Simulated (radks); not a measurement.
All-electron atom: Pt in [Xe] 4f14 5d8 6s1 7s1 (not the ground configuration). Method: Dirac Kohn-Sham, PBE, spin-unpolarised, spherical densities, point nucleus; open shells are shared between the two j in proportion to 2j + 1; computed with a radial shooting solver on a logarithmic mesh with Libxc functionals.

Spin-orbit splittings of the eigenvalues, e(l+1/2) - e(l-1/2), with zeta = 2 splitting/(2l+1) and mean radii in bohr:

\begin{tabular}{lrrrrr}
shell & occ. & splitting (eV) & zeta (eV) & <r> j=l-1/2 & <r> j=l+1/2 \\ \hline
2p & 6 & 1729 & 1153 & 0.05906 & 0.06749 \\
3p & 6 & 380.1 & 253.4 & 0.1768 & 0.1923 \\
3d & 10 & 81.92 & 32.77 & 0.1676 & 0.1723 \\
4p & 6 & 90.53 & 60.35 & 0.4179 & 0.4518 \\
4d & 10 & 16.83 & 6.732 & 0.4617 & 0.4729 \\
4f & 14 & 3.454 & 0.9869 & 0.5124 & 0.5198 \\
5p & 6 & 15.02 & 10.01 & 1.032 & 1.131 \\
5d & 8 & 1.451 & 0.5805 & 1.563 & 1.627 \\
6p & 0 & 0.9475 & 0.6317 & 3.519 & 4.032 \\
6d & 0 & 0.01294 & 0.005178 & 9.759 & 9.879 \\
\end{tabular}
